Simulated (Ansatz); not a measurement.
Molecule: trimethyl(trifluoromethyl)germane, C$_{4}$H$_{9}$F$_{3}$Ge (charge 0, singlet). SMILES: [CH3][Ge]([CH3])([CH3])[C](F)(F)F
Geometry from a B3LYP-D3(BJ)/def2-TZVP (Ansatz, a program for electronic structure) optimisation:
```xyz
17

C      0.0405     2.2171    -0.4402
Ge    -0.1341     0.4995     0.4858
C      1.2079     0.2612     1.8930
C     -1.9579     0.1652     1.1181
C      0.2487    -0.9267    -0.9012
F     -0.6166    -0.8786    -1.9477
F      0.1620    -2.1831    -0.3914
F      1.4950    -0.8145    -1.4308
H      1.0474     2.3300    -0.8408
H     -0.1538     3.0368     0.2520
H     -0.6725     2.2779    -1.2618
H      2.2105     0.3815     1.4837
H      1.0608     1.0018     2.6796
H      1.1248    -0.7333     2.3303
H     -2.0292    -0.8290     1.5583
H     -2.6635     0.2336     0.2907
H     -2.2331     0.9019     1.8733
```

Computed values are from Ansatz. Valence correlation only, unless marked. UHF or UKS for open shells. Spin-orbit coupling is left out. Frozen are the shells of the preceding noble gas and the d and f shells that filled before the atom's block. No relativistic terms. Basis-set limits of correlation are two-point, X^-3; Hartree-Fock from the larger set. The bracket is a focal-point correction in the basis named.

What is the dipole moment at CCSD(T)/aug-cc-pVDZ?

3.11 D.

What is the atomisation energy De at RI-MP2/CBS(aug-cc-pVTZ,aug-cc-pVQZ)+[CCSD(T)-MP2]/aug-cc-pVTZ?

1540.4 kcal/mol.

What is the total energy at RI-MP2/CBS(aug-cc-pVTZ,aug-cc-pVQZ)+[CCSD(T)-MP2]/aug-cc-pVTZ?

-2532.5588 Eh.

What is the T1 diagnostic at CCSD/aug-cc-pVTZ?

0.012.
